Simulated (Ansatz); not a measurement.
Conformers of `C[SiH2]OB(O)O`, each relaxed with PBE0-D4/def2-TZVP in Ansatz. CBS adds the triple-zeta coupled-cluster correction to the MP2 limit.

Not all of them had a frequency check.

Conformer A:

```xyz
13

C     0.042    2.368   -0.346
Si    0.176    0.584   -0.845
O    -0.107   -0.328    0.510
B    -0.126   -1.679    0.686
O     0.118   -2.504   -0.374
O    -0.386   -2.222    1.914
H     0.220    3.017   -1.207
H    -0.953    2.590    0.047
H     0.777    2.614    0.423
H     1.534    0.286   -1.370
H    -0.832    0.253   -1.886
H     0.078   -3.431   -0.132
H    -0.541   -1.548    2.579
```

Conformer B:

```xyz
13

C    -1.863   -0.452    0.580
Si   -0.571    0.853    0.863
O     0.944    0.300    0.479
B     1.459   -0.145   -0.700
O     0.657   -0.223   -1.805
O     2.770   -0.520   -0.799
H    -2.849   -0.077    0.867
H    -1.894   -0.734   -0.474
H    -1.655   -1.345    1.173
H    -0.867    2.069    0.060
H    -0.500    1.230    2.298
H     1.133   -0.539   -2.576
H     3.235   -0.418    0.034
```

Problem. Which is lowest in electronic energy at CCSD(T)/CBS (frozen core, def2 sets), and by how much? (Estimate.)

Solution. The calculation gave: B; A lies 1.2 kJ/mol higher. Gaps under about 2 kJ/mol don't settle the order.

Problem. Give the energies relative to B (kJ/mol) with PBE-D4/def2-TZVPP, ωB97X-V/def2-TZVPP, B2PLYP/def2-TZVPP, B3LYP/def2-TZVPP, SCS-MP2/def2-QZVPP, HF/CBS(def2), MP2/CBS(def2). (An estimate is asked.)

Solution. The calculation gave: 
```tsv
level	A
PBE-D4/def2-TZVPP	1.5
ωB97X-V/def2-TZVPP	1.4
B2PLYP/def2-TZVPP	0.6
B3LYP/def2-TZVPP	0.1
SCS-MP2/def2-QZVPP	0.9
HF/CBS(def2)	-0.4
MP2/CBS(def2)	1.4
```

B3LYP here is the variant with VWN-RPA as its local correlation; programs differ in this.
